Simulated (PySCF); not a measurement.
CH₆MgOSi. Atoms are numbered in the order given.

```xyz
10

Mg     0.0000     0.0000    -0.0289
O      0.0000     0.0000    -1.8066
C      0.0000     0.0000    -3.1869
H     -0.9300    -0.4385    -3.6041
H      0.0853     1.0246    -3.6041
H      0.8447    -0.5862    -3.6041
Si     0.0000     0.0000     2.5304
H      0.9820    -0.9774     3.1027
H     -1.3375    -0.3618     3.1027
H      0.3554     1.3392     3.1027
```
Charge 0, spin multiplicity 1.

Geometry: B3LYP-D3(BJ)/def2-SVP. Other conformers were not sampled.

Computed with HF/pcSseg-1 (PySCF).

GIAO shieldings, no solvent; atoms alike by connectivity are averaged. δ = σ(ref) − σ: ¹⁷O against H2O (σ = 333.0 ppm); ¹³C against TMS (σ = 192.6 ppm); ¹H against TMS (σ = 31.99 ppm); ²⁹Si against TMS (σ = 393.8 ppm), references at their B3LYP-D3(BJ)/def2-TZVP geometries, non-relativistic.

| nucleus | atoms | count | δ (ppm) |
|---|---|---|---|
| ¹⁷O | O2 | 1 | -43.9 |
| ¹³C | C3 | 1 | 52.1 |
| ¹H | H4, H5, H6 | 3 | 3.81 |
| ¹H | H8, H9, H10 | 3 | 3.13 |
| ²⁹Si | Si7 | 1 | -130.5 |
